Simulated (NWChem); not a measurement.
# NiO, triplet; SMILES [O]=[Ni]

Computed with NWChem. Spin-unrestricted. No stability test was run on the SCF state. B3LYP is NWChem's, with the RPA form of VWN correlation. Each level has its own optimisation; frequencies are unscaled.

For level PBE-D3(BJ)/def2-SVP:

- r Ni–O (Å) = 1.603
- highest harmonic frequency (cm⁻¹) = 900
- dipole (D) = 3.80

Problem. Estimate the same quantities for level B3LYP/3-21G.

Solution. 
| Property | Result |
|---|---|
| r Ni–O (Å) | 1.541 |
| highest harmonic frequency (cm⁻¹) | 1076 |
| dipole (D) | 3.40 |
